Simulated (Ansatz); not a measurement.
## Abstraction of F: GeH3F + C2HF2Sn → GeH3 + C2HF3Sn

Species: GeH3F (fluorogermane) `[F][GeH3]`, singlet; C2HF2Sn `C#[C][Sn]([F])[F]`, doublet; GeH3 `[GeH3]`, doublet; C2HF3Sn `C#[C][Sn]([F])([F])[F]`, singlet. A radical takes F: the energy is the difference in strength between the Ge–F bond broken and the Sn–F bond made.

Shapes, held fixed at every level: PBE0-D4/def2-TZVP. Programs: Ansatz 0.2.0. The zero-point and thermal change to 298 K, harmonic and unscaled (PBE0-D4/def2-TZVP), is -4.1 kJ/mol.

```json
{"level": "MP2/def2-SVP", "kind": "perturbation theory", "ΔH(298 K) (kJ/mol)": "+44.3", "less CCSD(T)/def2-TZVPP": "-5.9"}
{"level": "PBE-D4/def2-TZVPP", "kind": "GGA", "ΔH(298 K) (kJ/mol)": "+63.8", "less CCSD(T)/def2-TZVPP": "+13.6"}
{"level": "B3LYP-D4/def2-TZVPP", "kind": "global hybrid", "ΔH(298 K) (kJ/mol)": "+64.8", "less CCSD(T)/def2-TZVPP": "+14.6"}
{"level": "r2SCAN0-D4/def2-TZVPP", "kind": "global hybrid", "ΔH(298 K) (kJ/mol)": "+54.6", "less CCSD(T)/def2-TZVPP": "+4.4"}
{"level": "wB97M-V/def2-TZVPP", "kind": "range-separated hybrid", "ΔH(298 K) (kJ/mol)": "+55.4", "less CCSD(T)/def2-TZVPP": "+5.2"}
{"level": "wB97X-V/def2-TZVPP", "kind": "range-separated hybrid", "ΔH(298 K) (kJ/mol)": "+55.4", "less CCSD(T)/def2-TZVPP": "+5.2"}
{"level": "CCSD/def2-SVP", "kind": "coupled cluster or CI", "ΔH(298 K) (kJ/mol)": "+46.9", "less CCSD(T)/def2-TZVPP": "-3.3"}
{"level": "CCSD(T)/def2-TZVPP", "kind": "coupled cluster or CI", "ΔH(298 K) (kJ/mol)": "+50.2", "less CCSD(T)/def2-TZVPP": "0.0"}
```

The highest level, CCSD(T)/def2-TZVPP, gives ΔH(298 K) = +50.2 kJ/mol; the levels span +44.3 to +64.8. The column of differences is taken from that level and isn't an error. No measured value is set beside it here. Open shells run unrestricted. For atoms past krypton def2 sets carry core potentials with scalar relativity. Relativity is left out for Ge. Outer-core shells of Ge, Sn are correlated, in sets that cover them unevenly.
